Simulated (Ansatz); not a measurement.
Frontier orbitals of C₄H₄F₆O (`FCC(F)(F)OCC(F)(F)F`).

Total charge 0; spin multiplicity 1. The geometry is a stationary point of PBE0-D4/def2-TZVP. It is one conformer, not always the lowest. Basis def2-TZVPP, Ansatz 0.2.0.

Orbital energies of one run (eV). Highest occupied ones, from the top: -8.43, -8.98, -9.17, -9.55, -10.43, -10.47, -10.50, -10.68, -10.96, -11.09, -11.10, -11.87, -12.02, -12.11. Empty: 0.55, 1.19, 1.74, 1.77, 2.25, 2.48.

(1) Which functional gave them?
A. r2SCAN
B. revPBE
C. BLYP
D. PBE0

## Answers

(1) A. HOMO energies: r2SCAN -8.43, BLYP -7.94, revPBE -7.91, PBE0 -9.80 eV.
